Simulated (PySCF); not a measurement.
A structure optimised at PBE-D3(BJ)/def2-SVP, used in a PySCF frequency run:

```
O
C 1 1.4040
H 2 1.1150 1 108.92
H 2 1.1190 3 106.38 1 123.21
H 2 1.1192 3 106.35 4 113.60
Zn 1 1.7867 2 124.39 3 179.95
S 6 2.1727 1 174.02 2 -172.05
H 7 1.3648 6 92.04 1 -97.54
```

Write its SMILES and formula.

C[O][Zn][SH], CH₄OSZn

What are its rotational constants (standard atomic weights)?

36.383, 1.5397, 1.5076 GHz
